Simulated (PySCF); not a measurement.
Work out the structure from these simulated measurements.

Formula: C4H11ClSi.

* Dipole: 2.69 D [CAM-B3LYP/def2-SVPD]
* 1H NMR: chemical shifts (computed TMS as zero) by class: 3.93 (2 H), 2.88 (2 H), 1.05 (6 H), 0.95 (1 H) ppm [GIAO KT2/pcSseg-1]
* Polarisability: 91.4 au [CAM-B3LYP/def2-SVPD]
* Rotational structure: rotational constants A, B, C: 5.722, 0.894, 0.810 GHz [PBE0-D3(BJ)/def2-SVP]
* 13C NMR: chemical shifts (computed TMS as zero) by class: 29.3 (1 C), 20.9 (2 C), 17.4 (1 C) ppm [GIAO KT2/pcSseg-1]
* Triplet: lowest triplet excitation (Tamm–Dancoff): 6.03 eV [TDA CAM-B3LYP/def2-SVPD]
* UV, strongest line: among the 10 lowest singlet transitions: S5 at 8.05 eV (154 nm, f = 0.032) [TDDFT CAM-B3LYP/def2-SVPD]

The electronic properties come from PySCF, for the isolated species, density fitting. Levels stand in brackets. One conformer (not necessarily the lowest) at the PBE0-D3(BJ)/def2-SVP geometry, without solvent, vibrations or thermal averaging. NMR values are class means; diastereotopic atoms form classes of their own.

Question: What is the compound? Reason from the data.

Answer: Numbering: `[CH3:1][CH:2]([CH3:3])[SiH2:4][CH2:5][Cl:6]`. Its formula, C4H11ClSi, gives 0 degrees of unsaturation, so no ring and no π bond. 4 carbons fall into 3 classes; from least to most shielded: sp3 C–Cl carbon [C5] (29.3 ppm), methyl carbon [C1/C3] (20.9 ppm, 2 C), sp3 carbon bound to silicon [C2] (17.4 ppm). Hydrogen classes from least to most shielded: 2 H on an SiH2 silicon, Si4 (3.93 ppm), 2 H on an sp3 C–Cl carbon, C5 (2.88 ppm), 6 H on 2 methyl carbons, C1/C3 (1.05 ppm), 1 H on an sp3 carbon bound to silicon, C2 (0.95 ppm). The optimised geometry has point group C1 and is an asymmetric top. Structure: `ClC[SiH2]C(C)C`. Computed isomers that give other values at the same levels: `C[SiH2][C@@H](C)CCl` (13C chemical shifts (computed TMS as zero) by class: 57.0 (1 C), 26.5 (1 C), 16.6 (1 C), -8.6 (1 C) ppm); `C[SiH2]C(C)(C)Cl` (13C chemical shifts (computed TMS as zero) by class: 62.5 (1 C), 32.9 (2 C), -8.9 (1 C) ppm); `CCC[SiH2]CCl` (13C chemical shifts (computed TMS as zero) by class: 30.4 (1 C), 24.2 (1 C), 18.1 (1 C), 15.0 (1 C) ppm). The assignments are read from this structure; whether some other isomer fits the data as well wasn't checked.

Shape of the structure used: `[CH3:1][CH:2]([CH3:3])[SiH2:4][CH2:5][Cl:6]`: C1–C2–Si4–C5 -56°, C2–Si4–C5–Cl6 -179°.
